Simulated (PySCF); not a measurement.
Constitutional and geometric isomers with formula C2HNO. All species are isolated molecules in the gas phase. Strings in code marks are SMILES.

The S1–T1 gap (TDA) from two functionals at the same geometries (CAM-B3LYP-D3(BJ)/def2-TZVP), both in PySCF: PBE-D3(BJ)/def2-TZVP and CAM-B3LYP-D3(BJ)/def2-TZVP. Excitations are Tamm–Dancoff values on a coarser integration grid. The basis has no diffuse functions, so Rydberg states are missing or too high.

| species | PBE-D3(BJ)/def2-TZVP (eV) | CAM-B3LYP-D3(BJ)/def2-TZVP (eV) |
|---|---|---|
| `C(=O)C#N` | 0.66 | 0.68 |
| `N=C=C=O` | 0.66 | 0.63 |
| `O=c1cn1` | 0.55 | 0.68 |

Over these rows, drawn at random from the members with no instability flagged (it was tested for open shells, ions and some series alone), PBE minus CAM-B3LYP-D3(BJ): mean -0.04 eV, from -0.13 eV to +0.03 eV.
